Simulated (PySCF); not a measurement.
PBE0 on Mg⁺ (magnesium, charge +1)

Configuration: [Ne] 3d1, 2D determinant (an excited configuration). Calculation: PySCF 2.14, in aug-cc-pVDZ-DK (5s4p2d, 27 functions); the spin-free X2C one-electron Hamiltonian (Gaussian nucleus).

```json
{
 "Total energy": "-199.6755 hartree",
 "One-electron energy": "-273.9614 hartree",
 "Hartree (Coulomb) energy": "90.4045 hartree",
 "Exchange-correlation energy": "-16.1186 hartree",
 "⟨S²⟩": "0.7500",
 "⟨L²⟩": "6.000",
 "Sum of ⟨r⟩": "10.39 bohr",
 "Sum of ⟨r²⟩": "28.69 bohr²",
 "Traceless quadrupole moment −½Σ⟨3z² − r²⟩ along its main axis": "6.83 e·bohr²",
 "Langevin diamagnetic susceptibility": "-22.7 ×10⁻⁶ cm³/mol"
}
```

```csv
shell,electrons,mean orbital energy (eV),spread (eV),"rms radius, mean of both spins (bohr)"
1s β,1,-1293.4,0,0.151
1s α,1,-1293.4,0,0.151
2s α,1,-99.426,0,0.757
2s β,1,-99.420,0,0.757
2p α,3,-64.337,0.051,0.773
2p β,3,-64.329,0.060,0.773
3d α,1,-5.229,0,4.89
```

The outer electron is Rydberg-like, and this basis confines it to a smaller radius and binds it less than a complete one would.
